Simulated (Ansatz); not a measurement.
Al₃Ru⁻. Charge -1, multiplicity 3. Geometry PBE-D4/def2-SVP, that of the neutral doublet; atoms count from 1.

```csv
atom,x (Å),y (Å),z (Å)
Ru1,-0.615,0.454,-0.783
Al2,1.619,0.677,-0.370
Al3,-0.789,0.618,1.488
Al4,-0.215,-1.749,-0.335
```

In the def2 sets Ru takes a core potential; there is no spin–orbit coupling. The highest occupied level of the charge -1 triplet lies above zero (up to 0.20 eV). By energy differences its removal costs 1.01 eV (vertical, to the charge 0 doublet, at PBE0-D4/def2-TZVPD); a positive level beside a positive removal energy at the same level points to self-interaction error. At PBE0-D4/def2-TZVPD a singlet of charge -1 lies 0.88 eV below the triplet at the same geometry. The structure comes from a short search, and lower isomers may exist.

Question: Estimate the Mulliken populations from the PBE0/def2-TZVPD orbitals of Ansatz.

Answer: 
```json
{"atom": "Ru1", "charge (e)": "-0.08", "spin (α − β)": "0.71", "d electrons": "7.37"}
{"atom": "Al2", "charge (e)": "-0.31", "spin (α − β)": "0.43", "d electrons": "–"}
{"atom": "Al3", "charge (e)": "-0.31", "spin (α − β)": "0.43", "d electrons": "–"}
{"atom": "Al4", "charge (e)": "-0.31", "spin (α − β)": "0.43", "d electrons": "–"}
```
Mulliken values and Mayer orders depend strongly on the basis. With diffuse functions, as here, like atoms can get unlike values, and bond orders can come out too low or too high.

Question: Where does the spin sit?

Answer: Summed by element: Ru 0.71, Al 1.29, of 2 unpaired in all. Largest on single atoms: Ru1 0.71, Al2 0.43, Al3 0.43.

Question: And the Mayer bond orders between bonded heavy atoms (over 0.3)?

Answer: Ru1–Al2 1.44 (2.28 Å); Ru1–Al3 1.44 (2.28 Å); Ru1–Al4 1.44 (2.28 Å). Values over 0.3 also appear between atoms too far apart for a bond (Al2–Al3 0.33 at 3.04 Å; Al2–Al4 0.33 at 3.04 Å; Al3–Al4 0.33 at 3.04 Å); they arise where an orbital or an unpaired electron spreads over both atoms.
